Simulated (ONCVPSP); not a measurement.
Reading a pseudo-wave (Be)

Columns: radius, all-electron u(r) and pseudo u(r) of the 2s shell (level -5.60 eV) of beryllium in the configuration [He] 2s2; LDA (Perdew-Wang 92), scalar-relativistic, ONCV scheme, ONCVPSP 4.0.1.

| r (bohr) | all-electron | pseudo |
| --- | --- | --- |
| 0.113 | -0.2112 | 0.0329 |
| 0.225 | -0.2554 | 0.0667 |
| 0.338 | -0.2145 | 0.1032 |
| 0.450 | -0.1326 | 0.1420 |
| 0.563 | -0.0327 | 0.1839 |
| 0.675 | 0.0696 | 0.2277 |
| 0.788 | 0.1686 | 0.2737 |
| 0.900 | 0.2584 | 0.3204 |
| 1.013 | 0.3389 | 0.3679 |
| 1.125 | 0.4079 | 0.4148 |
| 1.238 | 0.4667 | 0.4608 |
| 1.350 | 0.5148 | 0.5036 |
| 1.463 | 0.5537 | 0.5423 |
| 1.575 | 0.5835 | 0.5747 |
| 1.688 | 0.6055 | 0.6002 |
| 1.800 | 0.6203 | 0.6178 |
| 1.913 | 0.6289 | 0.6281 |
| 2.025 | 0.6319 | 0.6318 |
| 2.138 | 0.6304 | 0.6304 |
| 2.250 | 0.6249 | 0.6248 |
| 2.363 | 0.6159 | 0.6159 |
| 2.475 | 0.6043 | 0.6043 |
| 2.588 | 0.5903 | 0.5903 |
| 2.700 | 0.5745 | 0.5745 |
| 2.813 | 0.5573 | 0.5573 |
| 2.925 | 0.5390 | 0.5390 |

Task: How many radial nodes do the two functions have?

Result: The all-electron 2s function has n − l − 1 = 1; the pseudo-wave has 0, since the states of the same l below it are removed with the core.

Task: At about which radius was the pseudo-wave matched?

Result: 2.20 bohr. The columns agree to 0.0005 from 2.02 bohr on; several derivatives are matched, so the curves merge somewhat inside the radius.

Task: Is the pseudo-wave norm-conserving?

Result: Yes: the ONCV scheme keeps the norm inside the radius equal to the all-electron one, which fixes the energy derivative of the logarithmic derivative at the level.
